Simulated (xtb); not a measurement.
InF₂Br, SMILES [F][In]([F])[Br]. All values are semi-empirical tight-binding results from xtb (GFN2-xTB unless named), good for trends rather than for accurate numbers. Geometry optimised at GFN2-xTB.

Optimised geometry:

Bond lengths (Å): In1–F2 1.966, In1–F3 1.966, In1–Br4 2.464. Bond angles (°): F2–In1–F3 115.3, F2–In1–Br4 122.3, F3–In1–Br4 122.3.
Charge 0, spin multiplicity 1.

For metal compounds this method's bond lengths and energies can be far off.

Computed properties:
```yaml
point_group_as_xtb_finds_it: C2v
orbital_gap: 2.33 eV
zero_point_energy: 1.6 kcal/mol
G − E(el) at 298.15 K (modified RRHO): -19.1 kcal/mol
```

Computed atomic charges and the Wiberg bond orders between heavy atoms:
charges (e) In1 0.46, F2 -0.25, F3 -0.25, Br4 0.03. Bond orders In1–F2 0.94, In1–F3 0.94, In1–Br4 1.02.
